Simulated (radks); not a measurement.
Initial-state core-level shifts of neutral phosphorus when its valence configuration changes from [Ne] 3s2 3p3. Method: scalar-relativistic Kohn-Sham, PBE, spin-polarised, spherical densities, point nucleus; open shells are filled with parallel spins first; computed with a radial shooting solver on a logarithmic mesh with Libxc functionals. Shifts are changes of the shell-averaged eigenvalues in eV (positive: less bound).

valence          1s      2s      2p
3s1 3p4      -1.650  -1.613  -1.602
3p5          -3.555  -3.443  -3.420
3s0.5 3p4.5  -2.672  -2.591  -2.575
3s1.5 3p3.5  -0.830  -0.811  -0.805
